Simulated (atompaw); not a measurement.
## N (Z = 7): one change to a PAW (atompaw) potential, before and after

N (Z = 7), PAW, made with atompaw 4.2.0.5 (LDA (PW92), scalar-relativistic). Core [He], reference 2s1.5 2p3.5. Waves: 2s (bound): rc 1.70 bohr; 2s channel at -0.65 Ry: rc 1.25 bohr; 2p (bound): rc 1.70 bohr; 2p channel at -0.05 Ry: rc 1.70 bohr; 3d channel at 0.2 Ry: rc 1.70 bohr. Local part: troulliermartins scheme with l = 3 at 0 Ry, radius 1.60 bohr. Core correction: smooth core density matched at 1.05 bohr. Augmentation charge: besselshape compensation charge, radius 1.50 bohr; PAW radius 1.70 bohr; waves and projectors: custom rrkj vanderbiltortho.

Change: all radii scaled by about 0.95 (s 1.62, p 1.62, d 1.62 bohr); local potential troulliermartins scheme with l = 3 at 0 Ry, radius 1.52 bohr; augmentation besselshape compensation charge, radius 1.44 bohr; PAW radius 1.62 bohr; waves and projectors: custom rrkj vanderbiltortho; core correction smooth core density matched at 1.00 bohr.

Cutoffs: the cutoffs (Ry, on a coarse ladder) from which the occupation-weighted sum of valence levels, in a spherical-Bessel basis at the reference potential, stays within 10 and 1 mRy of its value at 400 Ry; they do not see the model core or the augmentation charge, which bear on the density cutoff.

Task: What does the change do?

Result: The potential gets harder (25 Ry and 30 Ry → 25 Ry and 35 Ry); neither file shows a bound ghost. A smaller radius makes the pseudo-wave follow the all-electron one further in, where it bends more sharply, so more plane waves are needed.

| quantity | base | changed |
| --- | --- | --- |
| cutoff, loose | 25 Ry | 25 Ry |
| cutoff, tight | 30 Ry | 35 Ry |
| loose cutoff by channel (10 mRy a level) | s 12 Ry, p 21 Ry | s 12 Ry, p 25 Ry |
| bound ghosts | none | none |
| lowest overlap eigenvalue by channel | s 0.07, p 0.95, d 0.77 | s 0.74, p 0.93, d 0.69 |

 The cutoffs see the waves, projectors and local potential, not the compensation charge or the core.
